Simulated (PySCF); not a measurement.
The multiplicity is imposed and other spin states were not computed.

# [Pt(Cl)3] (charge 0, multiplicity 2)

Level of theory: TPSSh-D3(BJ)/def2-TZVP // BP86-D3(BJ)/def2-SVP in PySCF 2.14.0.

```yaml
highest_occupied_spin_orbital: -7.57 eV
dipole_moment: 1.28 D
charge on the central atom (Mulliken): 0.68 e
spin population on the central atom (Mulliken): 0.53
total_energy: -40818.62 eV
cost: very roughly 11 core-minutes
```

```xyz
4

Pt     0.1259    -0.4122     0.0580
Cl    -0.5396     1.6846     0.5204
Cl    -1.8918    -1.2864    -0.4334
Cl     2.3440    -0.0178    -0.0011
```
Charge 0, spin multiplicity 2.
